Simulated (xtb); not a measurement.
CH7AlOP2, SMILES C[O][Al]([PH2])[PH2]. All values are semi-empirical tight-binding results from xtb (GFN2-xTB unless named), good for trends rather than for accurate numbers. Coordinates come from a GFN2-xTB optimisation. The values are those of a single conformer.

Optimised geometry:

Bonded distances (Å): Al1–O2 1.653, Al1–P7 2.338, Al1–P10 2.338, O2–C3 1.398, C3–H4 1.092, C3–H5 1.092, C3–H6 1.092, P7–H8 1.398, P7–H9 1.395, P10–H11 1.395, P10–H12 1.398. Bond angles (°): O2–Al1–P7 114.3, O2–Al1–P10 114.3, P7–Al1–P10 131.4, Al1–O2–C3 178.8, O2–C3–H4 110.0, O2–C3–H5 109.8, O2–C3–H6 109.9, H4–C3–H5 109.0, H4–C3–H6 109.1, H5–C3–H6 109.0, Al1–P7–H8 88.9, Al1–P7–H9 94.4, H8–P7–H9 92.0, Al1–P10–H11 94.5, Al1–P10–H12 88.9, H11–P10–H12 92.0.

For metal compounds this method's bond lengths and energies can be far off.

```yaml
orbital_gap: 2.89 eV
zero_point_energy: 46.1 kcal/mol
G − E(el) at 298.15 K (modified RRHO): 22.9 kcal/mol
```

Computed atomic charges and the Wiberg bond orders between heavy atoms:
charges (e) Al1 0.33, O2 -0.36, C3 0.05, H4 0.04, H5 0.04, H6 0.04, P7 -0.14, H8 0.04, H9 0.03, P10 -0.15, H11 0.03, H12 0.04. Bond orders Al1–O2 1.32, O2–C3 0.97, Al1–P7 1.03, Al1–P10 1.03.
